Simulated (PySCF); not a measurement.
**Lu⁶⁹⁺ (lutetium, charge +69) across methods**

1s2, closed-shell 1S. Calculation: PySCF 2.14, in an uncontracted even-tempered set (16 s from 200 bohr⁻², ratio 2.2; 7 p from 300 bohr⁻², ratio 2.4; 4 d from 900 bohr⁻², ratio 2.4; 3 f from 1300 bohr⁻², ratio 2.4; 3 g from 2000 bohr⁻², ratio 2.4); the spin-free X2C one-electron Hamiltonian (Gaussian nucleus).

```tsv
method	E (hartree)	mean ε 1s (eV)	Σ⟨r²⟩ (bohr²)	⟨S²⟩
PBE	-5380.64	-71984.6	0.0009478	0.000
PBE0	-5380.60	-72113.1	0.0009475	0.000
r2SCAN	-5381.08	-72042.1	0.0009471	0.000
LDA	-5373.91	-71908.4	0.0009491	0.000
UHF	-5380.44804	-72498.1	0.0009466	0.000
PW91	-5380.84	-71989.3	0.0009478	0.000
```

(1) Estimate the same row for r2SCANh.

## Answers

(1) E (hartree) = -5381.02; mean ε 1s (eV) = -72087.8; Σ⟨r²⟩ (bohr²) = 0.0009471; ⟨S²⟩ = 0.000.
